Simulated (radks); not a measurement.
Problem. The mean radii <r> (bohr) of the occupied orbitals of an atom or ion are listed with their occupations. Method: scalar-relativistic Kohn-Sham, exchange-only B88, spin-unpolarised, spherical densities, point nucleus; computed with a radial shooting solver on a logarithmic mesh with Libxc functionals.

| orbital | occ. | <r> |
|---|---|---|
| 1s | 1 | 0.03388 |
| 2s | 2 | 0.1388 |
| 2p | 1 | 0.1185 |
| 3s | 1 | 0.3227 |

Name the element and its charge.

Solution. Z = 43, technetium, charge +38: Tc38+ in 1s1 2s2 2p1 3s1. The 1s radius gives Z: for a bare nucleus <r> = (2 gamma + 1)/(2Z) with gamma = sqrt(1 - (Z/c)^2), 0.03371 bohr for Z = 43, and screening makes it slightly larger (0.03388 here). The occupations add up to 5, and the charge is Z minus that.
